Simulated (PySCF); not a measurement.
[HfF2]2+ at several levels of theory

Computed with PySCF 2.14.0 (density fitting, no spin-orbit coupling) at the geometry relaxed with PBE0:

```xyz
3
[HfF2]2+ (singlet)
Hf    0.0000    0.0000   -0.3853
F     1.3919    0.0000    0.7530
F    -1.3919    0.0000    0.7530
```

```json
{"level": "PBE0", "basis": "Hf def2-SVP with ECP60, F def2-SVP", "state": "singlet", "HOMO (eV)": "-25.14", "gap (eV)": "8.01", "charge on Hf1 (e)": "2.15", "dipole about the centre of mass (D)": "5.24", "largest force component (eV/Å)": "0.03"}
{"level": "PBE", "basis": "the same", "state": "singlet", "HOMO (eV)": "-23.24", "gap (eV)": "5.21", "charge on Hf1 (e)": "2.01", "dipole about the centre of mass (D)": "4.64", "largest force component (eV/Å)": "0.84"}
{"level": "PBE0", "basis": "Hf def2-TZVP with ECP60, F def2-TZVP", "state": "singlet", "HOMO (eV)": "-25.01", "gap (eV)": "8.02", "charge on Hf1 (e)": "2.25", "dipole about the centre of mass (D)": "5.18", "largest force component (eV/Å)": "1.05"}
```

Charges are Mulliken's, which hang on the basis. The relaxation used the grid (50, 194), these runs (75, 302) or, all-electron (x2c bases, spin-free X2C Hamiltonian), (99, 590).

Problem. What does B3LYP with Hf def2-SVP with ECP60, F def2-SVP give here?

Solution. state singlet, HOMO (eV) -24.81, gap (eV) 7.21, charge on Hf1 (e) 2.12, dipole about the centre of mass (D) 5.14, largest force component (eV/Å) 0.46. Time: 1 s on 2 threads of Arm Neoverse V2 (shared host), from an already converged density.

In the first row's basis the gap widens with exact exchange: 5.2 eV for PBE (none); 7.2 to 8.0 eV for B3LYP, PBE0 (a fixed share).
